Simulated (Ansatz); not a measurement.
```yaml
crystal:
  periodic: [false, false, false]
  atoms:
    - {symbol: O, position_ang: [-0.235012, 1.381698, 0.618955]}
    - {symbol: C, position_ang: [0.516558, 0.115691, 1.173519]}
    - {symbol: C, position_ang: [0.628223, -0.960801, 0.161384]}
    - {symbol: Cl, position_ang: [1.622719, -2.571382, 0.468146]}
    - {symbol: Ga, position_ang: [-0.517253, -0.108503, -1.550538]}
    - {symbol: H, position_ang: [-1.068949, 1.637942, 1.254876]}
    - {symbol: H, position_ang: [0.962166, 0.195527, 2.301419]}
    - {symbol: H, position_ang: [-2.252857, -0.377555, -1.575943]}
    - {symbol: H, position_ang: [0.344395, 0.687382, -2.851807]}
basis:
  gaussian: {orbitals: def2-SVP}
hamiltonian: {xc: {name: B3LYP5}}
scf: {lower_state_search: off}
kpoints: {mp_grid: {grid: [2, 2, 2]}}
```

```sh
$ ansatz run in.yaml --threads 4 --pin off --events-out ev --progress --plain --max-ram 10444MiB
```

Shortened log:

```
Error: invalid value for `basis.gaussian`: such a run doesn't read kpoints; remove what it names
```

In this input the input holds a key that doesn't belong there. The input was rejected before any iteration.
